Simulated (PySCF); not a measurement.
## Diatomics of Pd with the chalcogens

PBE0 with triple-zeta basis sets in PySCF, for the lowest determinant that a PBE0 search found; no spin–orbit coupling. De refers to high-spin ground-configuration atoms. A positive dipole means M(−)Pd(+).

```tsv
M	basis	state (unpaired electrons)	Re (Å)	ωe (cm⁻¹)	De (eV)	μ (D)
O	def2-TZVPP	triplet (σ ↑, π ↑)	1.824	593	2.50	4.09
S	def2-TZVPP	triplet (π ↑↑)	2.091	450	2.86	2.82
Se	x2c-TZVPPall	triplet (π ↑↑)	2.224	306	2.47	2.28
```

The shortest bond is that of PdO (1.824 Å), the longest that of PdSe (2.224 Å).

The rows differ in basis set, which adds steps of its own.

The state changes along the series, so neighbouring rows are not always alike in their bonding.

The metal atom is held in its measured ground configuration; semilocal functionals can put another filling of s and d lower by some tenths of an eV, and De to that atom would be smaller. Spin–orbit coupling is left out, which matters for elements this heavy, above all for dissociation energies. With d or f electrons several states lie close, and the lowest PBE0 determinant need not be the measured ground state.
